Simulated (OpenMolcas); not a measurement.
A calculation on Ru³⁺.

* Program: OpenMolcas 26.06
* Method: MS-CASPT2, IPEA 0.25 Eh, imaginary shift 0.1 Eh (closed shells correlated: 4s 4p)
* Basis: ANO-RCC-VQZP [8s7p5d3f2g1h]
* Scalar Hamiltonian: DKH2, point nucleus
* Active space: 5 electrons in 5 orbitals (4d)
* State averaging: 2S+1 = 6 even, 1 root; 2S+1 = 4 even, 24 roots; 2S+1 = 2 even, 75 roots
* Spin-orbit coupling: RASSI with atomic mean-field integrals over the reference wave functions, term energies averaged over their components

Which level of the active space comes out lowest?

4d5 6S 5/2, with 99 % of that term.

How high does 4d5 4G 5/2 lie?

2.885 eV above the lowest level.

How high does 4d5 4G 7/2 lie?

2.913 eV above the lowest level.

How high does 4d5 2I 11/2 lie?

4.276 eV above the lowest level.

The level at 3.184 eV has J = 5/2. What is it made of, and what is its g factor?

56 % 4d5 4P 5/2, 38 % 4d5 4D, 3 % 4d5 2D(1); g = 1.489, against 1.601 from Landé's formula for the pure leading term.

CASPT2 breaks the degeneracy within a term, and the mean is taken; among the terms shown or strongly mixed into the levels shown the widest spread is 370 cm-1 (4d5 4G). Blocks of more than 70 roots (2S+1 = 2 even) ran without multistate coupling. Only configurations of the active space appear.

A number in round brackets counts repeated terms of one configuration in the order of the reference energies.
